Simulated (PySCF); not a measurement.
# Broadened absorption spectrum of C3H4F2O2S

Species: C₃H₄F₂O₂S.
SMILES: `O=S1(=O)C[C@@H](F)[C@@H]1F`

The calculation used PySCF, TDDFT PBE0/def2-SVPD, vertical, gas phase, core orbitals frozen in the response. Geometry: GFN2-xTB; no solvent, vibrations or thermal averaging.

Computed states:

```json
{"state": "S1", "E (eV)": "6.76", "f": "0.0018"}
{"state": "S2", "E (eV)": "7.68", "f": "0.0059"}
{"state": "S3", "E (eV)": "7.79", "f": "0.0033"}
{"state": "S4", "E (eV)": "7.81", "f": "0.029"}
{"state": "S5", "E (eV)": "8.03", "f": "0.075"}
{"state": "S6", "E (eV)": "8.14", "f": "0.0058"}
```

Broadening: Gaussians 0.3 eV wide at half height, area fixed by f = 4.319×10⁻⁹ ∫ε dν̃. The width is an assumption, not a result. The curve ends short of the highest state used, and states not computed would add to its high-energy end.

Q: What does the envelope look like, and where are its maxima?

A: 
(E (eV), ε (L mol⁻¹ cm⁻¹)): (6.31, 0), (6.34, 1), (6.36, 1), (6.38, 2), (6.40, 3), (6.43, 5), (6.45, 8), (6.47, 11), (6.49, 16), (6.51, 22), (6.54, 34), (6.56, 45), (6.58, 57), (6.60, 70), (6.63, 92), (6.65, 108), (6.67, 122), (6.69, 135), (6.71, 146), (6.74, 157), (6.76, 160), (6.78, 159), (6.80, 154), (6.83, 140), (6.85, 127), (6.87, 113), (6.89, 98), (6.92, 75), (6.94, 61), (6.96, 49), (6.98, 38), (7.00, 29), (7.03, 18), (7.05, 13), (7.07, 9), (7.09, 6), (7.12, 3), (7.14, 2), (7.16, 1), (7.18, 1), (7.21, 1), (7.23, 1), (7.25, 2), (7.27, 4), (7.29, 6), (7.32, 13), (7.34, 20), (7.36, 31), (7.38, 46), (7.41, 83), (7.43, 118), (7.45, 167), (7.47, 230), (7.50, 362), (7.52, 478), (7.54, 621)

Maxima: 183 nm (6.76 eV), ε about 160, made up of S1 (100%) (ε in L mol⁻¹ cm⁻¹; maxima over ε = 5, shares over 10%). At its high-energy end, 7.54 eV, the curve is still rising (ε about 620, from S2 and S4).

Q: What would ε be at 6.76 eV, the highest of these maxima, with half the width (0.15 eV)?

A: About 319 L mol⁻¹ cm⁻¹ against 160, a factor of about 2.00; a lone state at its own centre would give exactly 2.

Q: On this curve, what absorbance would a 10⁻³ mol/L sample give at 193 nm over a 1 cm path?

A: 193 nm is 6.424 eV, where ε is about 4.6 L mol⁻¹ cm⁻¹, so A = ε c l ≈ 0.0046 (Beer–Lambert, with the gas-phase spectrum and the assumed width).

Q: Coming from long wavelengths, where does ε first pass 100 L mol⁻¹ cm⁻¹?

A: At about 187 nm (6.64 eV), 0.12 eV below S1.
